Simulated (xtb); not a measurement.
xtb input (GFN-FF):

```bash
xtb mol.xyz --gfnff --opt tight --chrg 0 --uhf 0
```
mol.xyz:
```
3

S     -1.27126078    -0.27002223    -0.00852405
S      0.62485943    -0.25329308     0.00830410
O      1.29280268     1.04663060     0.00043989
```

End of the output:

```
         :::::::::::::::::::::::::::::::::::::::::::::::::::::
         ::                     SUMMARY                     ::
         :::::::::::::::::::::::::::::::::::::::::::::::::::::
         :: total energy              -0.277567664106 Eh    ::
         :: gradient norm              0.000039397714 Eh/a0 ::
         ::.................................................::
         :: bond energy               -0.250043541077 Eh    ::
         :: angle energy               0.001923236611 Eh    ::
         :: torsion energy             0.000000000000 Eh    ::
         :: repulsion energy           0.026330263439 Eh    ::
         :: electrostat energy        -0.054577817913 Eh    ::
         :: dispersion energy         -0.001199805167 Eh    ::
         :: HB energy                  0.000000000000 Eh    ::
         :: XB energy                  0.000000000000 Eh    ::
         :: bonded atm energy          0.000000000000 Eh    ::
         :: external energy            0.000000000000 Eh    ::
         :: add. restraining           0.000000000000 Eh    ::
         :: total charge               0.000000000000 e     ::
         :::::::::::::::::::::::::::::::::::::::::::::::::::::

           -------------------------------------------------
          |                Property Printout                |
           -------------------------------------------------

molecular dipole:
                 x           y           z       tot (Debye)
 q only:       -0.456      -1.091       0.008       3.005
           -------------------------------------------------
          |                Geometry Summary                 |
           -------------------------------------------------

      molecular mass/u    :       80.1289797
   center of mass at/Å    :        0.0303382      -0.0002838       0.0002751
  moments of inertia/u·Å² :        0.1833483E+02   0.9244099E+02   0.1107758E+03
rotational constants/cm⁻¹ :        0.9194320E+00   0.1823610E+00   0.1521779E+00

 * 1 selected distances

     #   Z          #   Z                                           value/Å
     1  16 S        2  16 S                                       2.0031484 (max)

 * 1 distinct bonds (by element types)

   Z      Z             #   av. dist./Å        max./Å        min./Å
  16 S   16 S           1     2.0031484     2.0031484     2.0031484

optimized geometry written to: xtbopt.xyz

           -------------------------------------------------
          | TOTAL ENERGY               -0.277567664106 Eh   |
          | GRADIENT NORM               0.000039397714 Eh/α |
           -------------------------------------------------
########################################################################
[WARNING] Runtime exception occurred
-1- gfnff_setup: Could not read topology file.
########################################################################

------------------------------------------------------------------------
------------------------------------------------------------------------
 total:
 SCF:
 ANC optimizer:
Note: The following floating-point exceptions are signalling: IEEE_UNDERFLOW_FLAG IEEE_DENORMAL
normal termination of xtb
```
